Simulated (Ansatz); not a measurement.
B₆⁻. Total charge -1; doublet. Geometry PBE0-D4/def2-SVP, that of the neutral singlet; atoms count from 1.

```xyz
6

B     1.154   -1.653    0.152
B    -0.776    0.249    0.518
B    -0.331   -1.285    0.424
B     0.831   -0.217   -0.440
B    -0.911    1.795    0.187
B     0.032    1.111   -0.841
```

The charge -1 doublet is spin-contaminated (final ⟨S²⟩ up to 1.41, 0.75 for a pure state). The structure comes from a short search, and lower isomers may exist.

Estimate the Mulliken populations from the PBE0/def2-TZVPD orbitals of Ansatz.


| atom | charge (e) | spin (α − β) |
| --- | --- | --- |
| B1 | -0.12 | 0.91 |
| B2 | -0.03 | 0.05 |
| B3 | -0.35 | 0.27 |
| B4 | -0.01 | -0.20 |
| B5 | -0.13 | -0.43 |
| B6 | -0.36 | 0.40 |
Mulliken values and Mayer orders depend strongly on the basis. With diffuse functions, as here, like atoms can get unlike values, and bond orders can come out too low or too high.

Where does the spin sit?

Summed by element: B 1.00, of 1 unpaired in all. Largest on single atoms: B1 0.91, B5 -0.43, B6 0.40.

And the Mayer bond orders between bonded heavy atoms (over 0.3)?

B1–B3 1.44 (1.55 Å); B1–B4 0.90 (1.59 Å); B2–B3 1.04 (1.60 Å); B2–B4 0.56 (1.93 Å); B2–B5 0.99 (1.59 Å); B2–B6 0.71 (1.80 Å); B3–B4 0.71 (1.80 Å); B4–B6 1.02 (1.60 Å); B5–B6 1.38 (1.55 Å).
